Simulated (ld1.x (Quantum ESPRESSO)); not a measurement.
**Mn (Z = 25): one change to an ultrasoft potential, before and after**

| Property | Result |
| --- | --- |
| Element | Mn (Z = 25) |
| Generator | ld1.x (Quantum ESPRESSO) 7.5 |
| Type | ultrasoft |
| Functional | PBE |
| Relativity | scalar-relativistic |
| Frozen core | [Ar] |
| Valence charge | 7 |
| Reference configuration | 3d5 4s1.75 4p0 (charge +0.25) |
| Partial waves | 4s (bound): rcut 2.40, rcutus 2.75 bohr; 4s channel at 1.65 Ry: rcut 2.40, rcutus 2.75 bohr; 4p (bound, empty): rcut 2.40, rcutus 2.90 bohr; 4p channel at 0.25 Ry: rcut 2.40, rcutus 2.90 bohr; 3d (bound): rcut 1.65, rcutus 1.80 bohr; 3d channel at -0.35 Ry: rcut 1.65, rcutus 1.80 bohr |
| Local potential | all-electron potential smoothed inside 2.20 bohr (lloc = -1) |
| Core correction | a·sin(br)/r model core, default radius (core density twice the valence density) |
| Augmentation charge | PSQ, radius 1.60 bohr |

Change: core correction a·sin(br)/r model core inside 1.42 bohr.

Cutoffs: the cutoffs (Ry, on a coarse ladder) from which the occupation-weighted sum of valence levels, in a spherical-Bessel basis at the reference potential, stays within 10 and 1 mRy of its value at 400 Ry; they do not see the model core or the augmentation charge, which bear on the density cutoff. Errors are all-electron minus pseudo energies relative to the spin-unpolarised reference configuration.

Task: How do hardness, ghosts and transferability respond?

Result: The potential gets neither clearly harder nor softer (35 Ry and 50 Ry → 35 Ry and 50 Ry); of the 7 tests that both files solve, the error grows in 2 and shrinks in 3 by more than 15 % and 0.3 meV (median size 0.9 → 1.2 meV); neither file shows a bound ghost. The default core radius of the base comes out at 1.07 bohr. A wider model core is smoother and lowers the density cutoff, which this test does not measure.

```tsv
quantity	base	changed
cutoff, loose	35 Ry	35 Ry
cutoff, tight	50 Ry	50 Ry
bound ghosts	none	none
error for 3d5 4s2 4p0, meV [ΔE -1.48 eV]	+0.1	+0.1
error for 3d5 4s1 4p0, meV [ΔE 6.94 eV]	-0.9	-0.5
error for 3d5 4s0 4p0, meV [ΔE 22.54 eV]	-7.6	-5.2
error for 3d5 4s0 4p2, meV [ΔE 6.45 eV]	-2.1	-1.2
error for 3d5 4s1 4p1, meV [ΔE 2.38 eV]	-0.5	-0.3
error for 3d6 4s0 4p0, meV [ΔE 5.34 eV]	+17	+45
error for 3d5.5 4s1.5 4p0, meV [ΔE -1.96 eV]	+0.1	+4.7
s: phases at 3.16 bohr within 0.05 rad from the reference energy up to (Ry; the scan ends near 5)	2.7	2.7
p: phases at 3.16 bohr within 0.05 rad from the reference energy up to (Ry; the scan ends near 5)	2.7	2.7
d: phases at 3.16 bohr within 0.05 rad from the reference energy up to (Ry; the scan ends near 5)	4.3	4.3
lowest overlap eigenvalue by channel	s 0.54, p 0.63, d 1.00	s 0.54, p 0.63, d 1.00
```
